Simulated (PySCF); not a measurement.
Work out the structure from these simulated measurements.

Formula: C2H8O3SSi.

| Item | Value |
| --- | --- |
| Rotational structure | rotational constants A, B, C: 4.059, 1.025, 0.993 GHz [GFN2-xTB] |
| 1H NMR | chemical shifts (computed TMS as zero) by class: 5.63 (2 H), 2.84 (2 H), 2.63 (3 H), 0.74 (1 H) ppm [GIAO PBE0/pcSseg-1] |
| Dipole | 3.76 D [wB97X-D/def2-SVPD] |
| Triplet | lowest triplet excitation (Tamm–Dancoff): 7.06 eV [TDA wB97X-D/def2-SVPD] |
| UV, strongest line | among the 8 lowest singlet transitions: S6 at 8.43 eV (147 nm, f = 0.103) [TDDFT wB97X-D/def2-SVPD] |
| UV, first state | lowest singlet excitation: 7.35 eV (169 nm, f = 0.000) [TDDFT wB97X-D/def2-SVPD] |
| 13C NMR | chemical shifts (computed TMS as zero) by class: 51.5 (1 C), 51.3 (1 C) ppm [GIAO PBE0/pcSseg-1] |

Gas-phase values; electronic properties from PySCF, density fitting. Levels stand in brackets. One conformer (not necessarily the lowest) at the GFN2-xTB geometry, without solvent, vibrations or thermal averaging. Each NMR value is the plain mean over a class of atoms that symmetry, rotation or inversion makes alike.

Problem. What is the compound? Reason from the data.

Solution. Numbering: `[CH3:1][S:2](=[O:3])(=[O:4])[CH2:5][SiH2:6][OH:7]`. 2 carbons fall into 2 classes; from least to most shielded: sp3 carbon bound to sulfur [C5] (51.5 ppm), S-methyl carbon [C1] (51.3 ppm). Hydrogen classes from least to most shielded: 2 H on an oxygen-bound silicon, Si6 (5.63 ppm), 2 H on an sp3 carbon bound to sulfur, C5 (2.84 ppm), 3 H on an S-methyl carbon, C1 (2.63 ppm), 1 H on a silanol oxygen, O7 (0.74 ppm). The optimised geometry has point group Cs and is an asymmetric top. Structure: `CS(=O)(=O)C[SiH2]O`. Computed isomers that give other values at the same levels: `CSC[Si](O)(O)O` (13C chemical shifts (computed TMS as zero) by class: 21.3 (1 C), 20.3 (1 C) ppm); `CCO[Si](O)(O)S` (13C chemical shifts (computed TMS as zero) by class: 61.9 (1 C), 20.0 (1 C) ppm); `C[SiH2]OS(C)(=O)=O` (13C chemical shifts (computed TMS as zero) by class: 45.0 (1 C), -0.1 (1 C) ppm). The assignments are read from this structure; whether some other isomer fits the data as well wasn't checked.

Conformer computed: `[CH3:1][S:2](=[O:3])(=[O:4])[CH2:5][SiH2:6][OH:7]`: C1–S2–C5–Si6 180°, S2–C5–Si6–O7 180°, H–O7–Si6–C5 180°.
